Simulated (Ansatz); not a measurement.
Born–Oppenheimer molecular dynamics of ClF2HHfO (6 atoms, charge 0, multiplicity 1). It starts from a relaxed structure.

These are results of Ansatz 0.2.0, RHF/def2-SVP, not measurements.

```json
{
 "ensemble": "NVE (Milne-controlled integrator)",
 "time step": "0.5 fs",
 "steps asked": "100",
 "starting velocities drawn for": "2000 K",
 "masses": "H 10 u",
 "seed": "544333"
}
```

First frame:

```xyz
6
Properties=species:S:1:pos:R:3
Hf -0.105 -0.002 -0.048
O -0.353 -0.112 1.838
H -0.472 -0.171 2.769
F 1.768 0.003 -0.442
Cl -1.116 1.980 -0.918
F -0.883 -1.540 -0.880
```

(1) How far do the bonds stretch over the last three quarters of this one trajectory? (Pairs bonded in most of those frames.)

Answers

(1) 
| bond | mean (Å) | spread (Å) | shortest | longest |
| --- | --- | --- | --- | --- |
| Hf1–O2 | 1.928 | 0.023 | 1.89 | 1.97 |
| Hf1–F4 | 1.924 | 0.100 | 1.80 | 2.07 |
| Hf1–Cl5 | 2.322 | 0.053 | 2.27 | 2.43 |
| Hf1–F6 | 1.958 | 0.075 | 1.81 | 2.04 |
| O2–H3 | 0.945 | 0.036 | 0.89 | 1.00 |

Mean temperature of the second half: 871 K. The conserved energy stayed within 0.0017 meV per atom of its start (net change -0.00033 meV per atom), so the integration is sound. A run of 0.05 ps of so small a system gives no equilibrium averages.

The run took 2.4 min on 1 thread of Intel(R) Xeon(R) 6975P-C (Granite Rapids), with other jobs on the host, peak memory 0.2 GiB.
